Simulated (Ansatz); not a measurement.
`N/C=N/BF` + H₂ → `C=NBF` + NH₃ at 700 K and 1 bar (hydrogenolysis of a C–N bond).

Gas-phase electronic energies from Ansatz, PBE0-D4/def2-TZVP geometries. CCSD(T)/CBS adds triple-zeta CCSD(T) − MP2 to the extrapolated MP2 energy (def2 sets, frozen cores). This one scheme is used for every species. One conformer a species, not always the lowest.

```csv
species,CCSD(T)/CBS energy (Eh),H − E (kJ/mol),S (J/(mol·K))
`N/C=N/BF`,-274.52373,233.1,406.3
H₂,-1.17544,46.8,155.3
`C=NBF`,-219.19469,171.5,365.2
NH₃,-56.50880,116.9,226.5
```

H − E and S are ideal-gas, rigid-rotor, harmonic terms from PBE0-D4/def2-TZVP, for one conformer and one mirror image of each species. The MP2-based limit puts H₂ 0.8 mEh under its directly extrapolated value; such offsets cancel only in part. 1 Eh = 2625.50 kJ/mol, R = 8.31446 J/(mol·K).

Problem. By hand: ΔE, ΔH, ΔS and ΔG.

Solution. ΔE = (-219.19469) + (-56.50880) − (-274.52373) − (-1.17544) = -0.00432 Eh = -11.3 kJ/mol. Δ(H − E) = 171.5 + 116.9 − 233.1 − 46.8 = 8.5, so ΔH = -2.8 kJ/mol. ΔS = 365.2 + 226.5 − 406.3 − 155.3 = 30.1 J/(mol·K). ΔG = -2.8 − 700 × (30.1)/1000 = -23.9 kJ/mol.

Problem. By hand: the equilibrium constant, and the temperature at which ΔG would vanish if ΔH and ΔS stayed fixed.

Solution. log₁₀ K = −ΔG/(RT ln 10) = 1.8. ΔH and −TΔS have one sign here, so there is no such temperature. One of them is within its doubt of zero, so this could turn.

TΔS isn't small against ΔH here. A doubt of 5 kJ/mol in ΔE shifts log₁₀ K by 0.4 here. Other conformers and mirror images would add mixing entropy, several J/(mol·K) or more a flexible species. These are equilibria of isolated gas molecules and say nothing of rates. Largest T1 diagnostic: 0.014 (customary marks: 0.02 for closed shells, 0.045 for open ones).
